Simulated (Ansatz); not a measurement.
An input meant for the cluster ZrGe₁₂⁺ (charge 1, doublet).

```yaml
crystal:
  periodic: [false, false, false]
  atoms:
    - {symbol: Zr, position_ang: [0.512839, -0.103994, 0.692891]}
    - {symbol: Ge, position_ang: [-1.761087, -0.042530, -1.379786]}
    - {symbol: Ge, position_ang: [-0.434127, 2.095234, -0.864200]}
    - {symbol: Ge, position_ang: [-1.895271, 1.799556, 1.253950]}
    - {symbol: Ge, position_ang: [-1.895271, 1.799556, 1.253950]}
    - {symbol: Ge, position_ang: [-0.959015, 0.176421, 2.979443]}
    - {symbol: Ge, position_ang: [-0.813779, -2.475572, -0.201077]}
    - {symbol: Ge, position_ang: [3.333270, 0.345240, -0.175050]}
    - {symbol: Ge, position_ang: [0.328204, -0.863006, -2.627832]}
    - {symbol: Ge, position_ang: [-2.815654, -0.673899, 0.933435]}
    - {symbol: Ge, position_ang: [1.891899, 1.109711, -2.098216]}
    - {symbol: Ge, position_ang: [2.100004, -1.712183, -1.003763]}
    - {symbol: Ge, position_ang: [-1.266747, -2.223643, 2.328788]}
basis:
  gaussian: {orbitals: def2-SVP, fitting: {mean_field: def2-universal-jkfit}}
total_charge: 1
magnetization: {spin_polarized: true, initial_magnetization: 1}
hamiltonian: {xc: {name: rPW86-PBE}, dispersion: d3bj}
scf: {omitted_lower_state_checks: [starts]}
output: {forces: true}
```

```sh
$ ansatz run in.yaml --threads 2 --pin off --events-out ev --progress --plain --max-ram 32768MiB --backend cuda --devices 0, --max-vram 18GiB
```

Output, abridged:

```
Error: two nuclei lie on one point
```

In this input one atom was put on top of another. The input was rejected before any iteration.
